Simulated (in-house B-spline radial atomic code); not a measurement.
The outermost shell (largest non-relativistic mean radius) with and without relativity; Dirac values are averaged over j. Computed with a radial B-spline atomic code at the basis-set limit: non-relativistic Hartree-Fock and Dirac-Hartree-Fock, averages of the configuration (point nuclei without relativity, finite nuclei with it).

```json
{"ion": "Zr+", "configuration": "[Kr] 4d2 5s1", "outermost shell": "5s", "radius non-relativistic (bohr)": "3.668", "radius Dirac (bohr)": "3.5887", "radius change (%)": "-2.164", "level non-relativistic (eV)": "-11.737", "level Dirac (eV)": "-12.033", "spin-orbit splitting (eV)": "-"}
{"ion": "Nb+", "configuration": "[Kr] 4d4", "outermost shell": "?", "radius non-relativistic (bohr)": "?", "radius Dirac (bohr)": "?", "radius change (%)": "?", "level non-relativistic (eV)": "?", "level Dirac (eV)": "?", "spin-orbit splitting (eV)": "?"}
{"ion": "Mo+", "configuration": "[Kr] 4d5", "outermost shell": "4d", "radius non-relativistic (bohr)": "1.844", "radius Dirac (bohr)": "1.8669", "radius change (%)": "1.2415", "level non-relativistic (eV)": "-15.229", "level Dirac (eV)": "-14.958", "spin-orbit splitting (eV)": "0.2071"}
{"ion": "Tc+", "configuration": "[Kr] 4d5 5s1", "outermost shell": "5s", "radius non-relativistic (bohr)": "3.2833", "radius Dirac (bohr)": "3.1872", "radius change (%)": "-2.925", "level non-relativistic (eV)": "-13.180", "level Dirac (eV)": "-13.648", "spin-orbit splitting (eV)": "-"}
{"ion": "Ru+", "configuration": "[Kr] 4d7", "outermost shell": "4d", "radius non-relativistic (bohr)": "1.6015", "radius Dirac (bohr)": "1.6186", "radius change (%)": "1.0722", "level non-relativistic (eV)": "-18.130", "level Dirac (eV)": "-17.804", "spin-orbit splitting (eV)": "0.35495"}
{"ion": "Rh+", "configuration": "[Kr] 4d8", "outermost shell": "4d", "radius non-relativistic (bohr)": "1.5075", "radius Dirac (bohr)": "1.5228", "radius change (%)": "1.013", "level non-relativistic (eV)": "-19.570", "level Dirac (eV)": "-19.215", "spin-orbit splitting (eV)": "0.44504"}
{"ion": "Pd+", "configuration": "[Kr] 4d9", "outermost shell": "4d", "radius non-relativistic (bohr)": "1.426", "radius Dirac (bohr)": "1.4398", "radius change (%)": "0.9641", "level non-relativistic (eV)": "-21.012", "level Dirac (eV)": "-20.625", "spin-orbit splitting (eV)": "0.54706"}
{"ion": "Ag+", "configuration": "[Kr] 4d10", "outermost shell": "?", "radius non-relativistic (bohr)": "?", "radius Dirac (bohr)": "?", "radius change (%)": "?", "level non-relativistic (eV)": "?", "level Dirac (eV)": "?", "spin-orbit splitting (eV)": "?"}
{"ion": "Cd+", "configuration": "[Kr] 4d10 5s1", "outermost shell": "5s", "radius non-relativistic (bohr)": "2.8981", "radius Dirac (bohr)": "2.7773", "radius change (%)": "-4.1713", "level non-relativistic (eV)": "-14.921", "level Dirac (eV)": "-15.69", "spin-orbit splitting (eV)": "-"}
```

**Question.** Fill in the row of Nb+.

**Answer.** outermost shell: 4d; radius non-relativistic (bohr): 2.0079; radius Dirac (bohr): 2.0354; radius change (%): 1.3711; level non-relativistic (eV): -13.749; level Dirac (eV): -13.502; spin-orbit splitting (eV): 0.14774.

**Question.** Fill in the row of Ag+.

**Answer.** outermost shell: 4d; radius non-relativistic (bohr): 1.3546; radius Dirac (bohr): 1.3671; radius change (%): 0.92266; level non-relativistic (eV): -22.458; level Dirac (eV): -22.038; spin-orbit splitting (eV): 0.66192.

**Question.** Which member changes most?

**Answer.** Cadmium (Cd+): its 5s shell contracts by 4.2 %.
